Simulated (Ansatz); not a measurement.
The cluster Li5H8⁺. Charge 1, multiplicity 1. Geometry r2SCAN-D4/def2-TZVP, basis def2-TZVP, Ansatz.

```xyz
13

Li   -0.279    1.042   -0.606
Li   -1.309   -0.348    1.111
Li   -2.332    0.121   -1.806
Li    1.172   -0.960    1.276
Li   -0.177   -1.911   -1.228
H    -2.067    0.620   -0.177
H     2.953   -1.005    2.358
H    -0.178   -1.897    0.535
H     0.065    2.852   -1.633
H    -0.606   -0.369   -1.970
H    -0.430    3.065   -1.114
H     2.839   -1.739    2.272
H     0.347    0.528    0.982
```

| run | HOMO (eV) | LUMO (eV) |
| --- | --- | --- |
| A | -9.21 | -5.01 |
| B | -9.41 | -4.45 |
| C | -10.35 | -4.39 |
| D | -12.50 | -3.33 |
| E | -9.59 | -4.81 |

In the singlet, H9 and H11 lie 0.75 Å apart, H7 and H12 lie 0.75 Å apart (atoms count from 1), so H2 has formed as a molecule. The structure comes from a short search, and lower isomers may exist.

Question: The runs used B97M-V, PBE, PBE0, r2SCAN, ωB97M-V. Estimate which is which.

Answer: A PBE (0 % exact exchange); B r2SCAN (0 % exact exchange); C PBE0 (25 % exact exchange); D ωB97M-V (range-separated); E B97M-V (0 % exact exchange). Exact exchange lowers occupied and raises empty levels; among semilocal functionals meta-GGAs tend to open the gap a little, and such runs are hard to tell apart. The gap grows from 4.20 eV (PBE) to 9.17 eV (ωB97M-V).
